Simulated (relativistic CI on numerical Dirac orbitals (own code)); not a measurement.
# Spin-allowed bands of a d7 ion in an octahedral site, by hand

Problem. Take Δ = 10100 cm⁻¹ and B = 570 cm⁻¹ for a high-spin d7 ion in an octahedral site. Calculate the three spin-allowed bands.

Working.
1. The terms of highest spin are 4F (energy 0) and 4P (15B = 8550 cm⁻¹). Here the F term splits into A2 at +1.2Δ = 12120, T2 at +0.2Δ = 2020 and T1 at −0.6Δ = -6060 cm⁻¹.
2. The two T1 states mix through the element 0.4Δ: H = [[-6060, 4040], [4040, 8550]], with roots ½(H₁₁ + H₂₂) ∓ ½√[(H₂₂ − H₁₁)² + 4H₁₂²] = ½(2490) ∓ ½(16695) = -7103 and 9593 cm⁻¹.
3. The ground term is 4T1 at -7103 cm⁻¹.
4. Bands: 4T2 9123 cm⁻¹ (1096 nm), 4T1(P) 16695 cm⁻¹ (599 nm), 4A2 19223 cm⁻¹ (520 nm).

Check. Exact diagonalisation of the whole d7 shell with these parameters gives 4T2 9123, 4T1 16695, 4A2 19223 cm⁻¹. The match is exact, since without spin-orbit coupling no other term has this spin. The ratio of the second band to the first, 1.830, depends on Δ/B = 17.7 alone, which is how a Tanabe-Sugano diagram is read.
